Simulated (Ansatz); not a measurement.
Basis-set extrapolation for CH₈N₂Si₂ (`N=C[SiH2][SiH2]N`) (PBE0-D4/def2-TZVP geometry, frozen core, Ansatz 0.2.0). Multiplicity 1, RHF reference.

```json
{"": "HF", "def2-TZVPP": "-729.374051", "def2-QZVPP": "-729.399184"}
{"": "MP2 correlation", "def2-TZVPP": "-0.825443", "def2-QZVPP": "-0.884013"}
{"": "CCSD(T) correlation", "def2-TZVPP": "-0.918749", "def2-QZVPP": "not run"}
```

Energies in hartree. Use E(X) = E(∞) + A·exp(−7.88·√X) for Hartree–Fock and E(X) = E(∞) + B·X^(−2.97) for correlation, with X = 3 and 4, and add CCSD(T) minus MP2 of the smaller set to the MP2 limit.

Q: What is the CCSD(T) energy at the basis-set limit?

A: HF limit: -729.399184 + (-0.025133) × 0.13774 = -729.40265. MP2 limit: -0.884013 + (-0.058570) × 0.74074 = -0.92740. Higher-order term: -0.918749 − (-0.825443) = -0.09331. Total: -730.42336 hartree, 3.55 eV below CCSD(T)/def2-TZVPP.
